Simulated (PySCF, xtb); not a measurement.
Ga(OH)2(SeH) (GaH3O2Se), SMILES [OH][Ga]([OH])[SeH].

xtb 6.7.1 with GFN2-xTB at its own geometry gives an orbital gap of 3.34 eV and a dipole moment of 0.70 D.

The structure is a stationary point at PBE-D3(BJ)/def2-SVP. The structure was generated by enumeration; whether it is a known compound was not checked. One conformer was computed; it need not be the lowest.

Task: What does PBE/def2-TZVP (PySCF) give? (An estimate is asked for; the answer gives what the named calculation found.)

Result: gap 4.30 eV (levels -6.30 and -2.00 eV), dipole 0.97 D.
